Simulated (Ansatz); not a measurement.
The Ge2–H3 bond of BGeH5 (SMILES [BH2][GeH3]) is stretched (multiplicity 1, the rest rigid).
Geometry at rest (charge 0, multiplicity 1):
```xyz
7

B     -1.684    -0.090    -0.388
Ge     0.324     0.013     0.073
H      1.161    -1.182    -0.418
H      0.935     1.296    -0.532
H      0.506     0.120     1.602
H     -2.405     0.793    -0.046
H     -2.153    -1.005    -0.986
```

Cores are frozen in the correlated methods. Filled d and f shells under p-block atoms count as core.

The values were computed with Ansatz (Gaussian basis) for Hartree–Fock, density functionals and correlated methods. Each number belongs to the level named beside it.

FIC-MRCISD+Q on CASSCF(2,2)/cc-pVTZ, total energies (hartree):

| R (Å) | CASSCF | MRCISD | weight c² of the reference |
|---|---|---|---|
| 1.540 | -2102.978225 | -2103.214076 | 0.90133 |
| 2.694 | -2102.888155 | -2103.114193 | 0.90104 |
| 4.927 | -2102.853337 | -2103.076288 | 0.90167 |

### Question
Add the Davidson correction (E_MRCISD − E_CASSCF)(1 − c²)/c² and give the energies above the first point at the three levels.

### Answer

Corrections (hartree): -0.025819, -0.024826, -0.024313. Above the first point (kcal/mol):
- R = 2.694 Å: CASSCF 56.5, MRCISD 62.7, with the correction 63.3
- R = 4.927 Å: CASSCF 78.4, MRCISD 86.5, with the correction 87.4

Ansatz is a first-principles code.
